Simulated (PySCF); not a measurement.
Job file and geometry (Å, from GFN2-xTB) of an NMR shielding run on `C(#C)C#C[Si@H](CC#N)[SiH2]N`, C6H8N2Si2, PySCF, GIAO PBE0/pcSseg-1 NMR shielding, non-relativistic, gas phase; density fitting, a coarse starting grid and PySCF grid level 2 are the driver's defaults:

```
$ OMP_NUM_THREADS=1 python probes_run.py task.json out

{"job": {"kind": "nmr", "xc": "PBE0", "basis": "pcSseg-1"}, "charge": 0, "multiplicity": 1}
C      2.462387    -1.992414    -3.846737
C      1.802389    -1.395625    -3.033306
C      1.071544    -0.721323    -2.109016
C      0.424464    -0.097771    -1.291039
Si    -0.535123     0.766872     0.035461
C      0.752498     2.075521     0.651153
C      0.176982     2.880434     1.672686
N     -0.331539     3.499878     2.491519
Si    -1.170085    -0.631981     1.765361
N     -2.204753    -1.785948     1.011744
H      3.033566    -2.508971    -4.558299
H     -1.572573     1.531315    -0.679183
H      1.064583     2.715293    -0.174653
H      1.638217     1.576617     1.047036
H     -2.004471    -0.005411     2.789871
H      0.005286    -1.213478     2.449955
H     -1.902486    -2.257400     0.174648
H     -2.719646    -2.429291     1.591140
```

Q: Write the output of this run.

A: 
```
coarse grid: 16848 points
cycle   1  E = -920.9581857242  dE =  1.289e+00  |g| = 6.556e-01  |ddm| = 4.379e+00
cycle   2  E = -920.8001453843  dE =  1.580e-01  |g| = 1.074e+00  |ddm| = 1.942e+00
cycle   3  E = -921.0479787344  dE = -2.478e-01  |g| = 2.431e-01  |ddm| = 1.296e+00
cycle   4  E = -921.0600883608  dE = -1.211e-02  |g| = 6.868e-02  |ddm| = 2.101e-01
cycle   5  E = -921.0609742223  dE = -8.859e-04  |g| = 2.474e-02  |ddm| = 9.268e-02
cycle   6  E = -921.0610894492  dE = -1.152e-04  |g| = 1.263e-02  |ddm| = 3.031e-02
cycle   7  E = -921.0611333245  dE = -4.388e-05  |g| = 2.752e-03  |ddm| = 1.226e-02
cycle   8  E = -921.0611351237  dE = -1.799e-06  |g| = 5.286e-04  |ddm| = 2.874e-03
final grid: 156064 points
cycle   9  E = -921.1178083085  dE = -3.057e-05  |g| = 7.060e-03  |ddm| = 1.011e-01
cycle  10  E = -921.1178036782  dE =  4.630e-06  |g| = 8.557e-03  |ddm| = 1.792e-02
cycle  11  E = -921.1178195902  dE = -1.591e-05  |g| = 1.239e-03  |ddm| = 1.060e-02
cycle  12  E = -921.1178198858  dE = -2.956e-07  |g| = 4.964e-04  |ddm| = 1.553e-03
cycle  13  E = -921.1178199417  dE = -5.591e-08  |g| = 1.727e-04  |ddm| = 4.864e-04
cycle  14  E = -921.1178199489  dE = -7.213e-09  |g| = 3.471e-05  |ddm| = 1.758e-04
cycle  15  E = -921.1178199492  dE = -2.701e-10  |g| = 8.910e-06  |ddm| = 4.372e-05
converged SCF energy = -921.1178199492

GIAO shielding tensors (ppm)
atom      isotropic    diamagn.    paramagn.     s11        s22        s33       span
  0 C      111.010     264.977    -153.967     33.727     35.081    264.221    230.494
  1 C      113.317     245.132    -131.815     24.263     24.647    291.040    266.776
  2 C       83.819     248.566    -164.748     -3.101      0.212    254.345    257.446
  3 C      105.571     266.874    -161.303      7.669     12.342    296.702    289.033
  4 Si     415.811     883.019    -467.209    398.885    406.214    442.333     43.448
  5 C      186.618     254.784     -68.166    173.828    181.354    204.674     30.846
  6 C       64.740     259.051    -194.312    -52.192    -47.232    293.642    345.834
  7 N      -30.237     339.068    -369.305   -204.721   -185.073    299.083    503.804
  8 Si     401.332     879.962    -478.630    354.546    381.881    467.569    113.023
  9 N      271.285     317.229     -45.944    236.610    262.762    314.484     77.874
 10 H       30.244      34.804      -4.559     24.891     24.925     40.918     16.027
 11 H       26.906      29.529      -2.623     23.802     25.192     31.725      7.923
 12 H       29.758      28.039       1.719     24.194     29.061     36.019     11.825
 13 H       30.069      30.569      -0.500     25.534     29.180     35.492      9.958
 14 H       26.519      29.374      -2.855     23.129     25.606     30.823      7.694
 15 H       26.406      29.840      -3.434     22.694     25.200     31.323      8.628
 16 H       31.732      32.794      -1.061     23.169     29.530     42.498     19.329
 17 H       31.652      28.142       3.510     23.258     27.216     44.482     21.224
```

Size and cost of the density-fitted run: 224 basis functions, 88 s wall time on 1 thread of an Arm Neoverse N1, shared host; peak memory 1.1 GiB.
